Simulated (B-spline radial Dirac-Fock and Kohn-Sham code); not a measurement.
**Elastic and transport cross sections of vanadium for electrons**

Level of theory: relativistic (Dirac) partial waves in the static field of the Dirac-Fock atom with Furness-McCarthy exchange, without polarisation or absorption potentials; a radial finite-basis atomic code. σ_tr1 and σ_tr2 weight the cross section with 1 − P₁ and 1 − P₂ of cos θ; "backward" is the share scattered beyond 90°.

```csv
energy (eV),σ (a₀²),σ_tr1 (a₀²),σ_tr2 (a₀²),σ/σ_tr1,backward (%)
521,10.3,2.20,2.38,4.70,8.4
527,10.3,2.17,2.36,4.73,8.3
548,10.0,2.06,2.28,4.87,8.1
562,9.89,2.00,2.24,4.95,7.9
618,9.38,1.77,2.06,5.30,7.3
620,9.36,1.76,2.05,5.32,7.3
659,9.05,1.63,1.94,5.56,6.9
980,7.20,0.953,1.32,7.55,4.7
1000,?,?,?,?,?
1050,6.91,0.866,1.23,7.98,4.4
1250,6.22,0.677,1.02,9.19,3.7
1500,5.56,0.521,0.827,10.7,3.0
```

Q: Fill in the row for 1 keV.

A: σ = 7.11 a₀², σ_tr1 = 0.927 a₀², σ_tr2 = 1.30 a₀², σ/σ_tr1 = 7.67, backward 4.6 %. The ratio σ/σ_tr1 is roughly the number of elastic collisions that randomise the direction.

Values without a named source are computed, but for edge energies of neutral atoms, which are taken from tables.
